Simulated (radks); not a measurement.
Results of a calculation; reference values are marked as such.
Ionisation of Rb+, [Kr], to Rb2+, [Ar] 3d10 4s2 4p5, under several functionals. Dirac Kohn-Sham, spin-unpolarised, spherical densities, finite nucleus; open shells fill j = l - 1/2 first; a radial shooting solver on a logarithmic mesh with Libxc functionals.

functional         E(Rb+) (hartree)  Exc (hartree)  IE (eV)  -e(HOMO) (eV)  <r> HOMO (bohr)  IE error (eV)
OLYP                    -2982.52487     -102.03769   27.323         21.373            1.722         +0.033
PBEsol                  -2979.42226      -98.81658   27.281         21.350            1.725         -0.008
PW91                    -2981.85886     -101.29451   27.354         21.421            1.726         +0.065
AM05                    -2977.90543      -97.27986   27.263         21.328            1.724         -0.027
PBE                     -2981.27259     -100.69676   27.289         21.361            1.727         0.000
exchange-only PBE       -2979.48561      -98.87523   26.145         20.250            1.740         -1.144

NIST Atomic Spectra Database: 27.290 eV (measured). Closest: PBE. The Delta-SCF values span 1.21 eV, the total energies 4.62 hartree. The highest occupied level is 4p3/2. Spin polarisation and multiplet splitting are left out, so open shells lie too high by an amount that depends on their filling.

Beside tabulated values, note that spin-unpolarised runs miss the spin-polarisation part of the exchange energy of open shells.
